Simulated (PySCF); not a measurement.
Isomers of C3H12Ge2. Method used: PySCF, PBE0-D3(BJ)/def2-SVP geometry optimisation, gas phase. Energies are electronic, without zero-point or thermal terms, for one conformer each. No frequencies were run at this level. Point groups hold within 0.08 Å.

Question: Order them by energy at this level, lowest first, and give relative energies in kcal/mol.
A. `[CH3:1][CH2:2][CH:3]([GeH3:4])[GeH3:5]` with C1–C2–C3–Ge4 -176°
B. `[CH3:1][CH2:2][CH2:3][GeH2:4][GeH3:5]` with C1–C2–C3–Ge4 180°, C2–C3–Ge4–Ge5 -60°
C. Ge(GeH3)Me3, `[CH3][Ge]([CH3])([CH3])[GeH3]`

Answer: C (0.0), B (12.5), A (25.0).

```json
{"SMILES": "[CH3][Ge]([CH3])([CH3])[GeH3]", "E (Eh)": "-4274.29778", "E rel (kcal/mol)": "0.0", "dipole (D)": "1.28", "point group": "near C3v", "A, B, C (MHz)": "2831, 1121, 1120"}
{"SMILES": "CC[CH2][GeH2][GeH3]", "E (Eh)": "-4274.27790", "E rel (kcal/mol)": "12.5", "dipole (D)": "1.01", "point group": "C1", "A, B, C (MHz)": "2702, 893.2, 704.0"}
{"SMILES": "CC[CH]([GeH3])[GeH3]", "E (Eh)": "-4274.25791", "E rel (kcal/mol)": "25.0", "dipole (D)": "0.97", "point group": "C1", "A, B, C (MHz)": "2168, 1102, 763.4"}
```
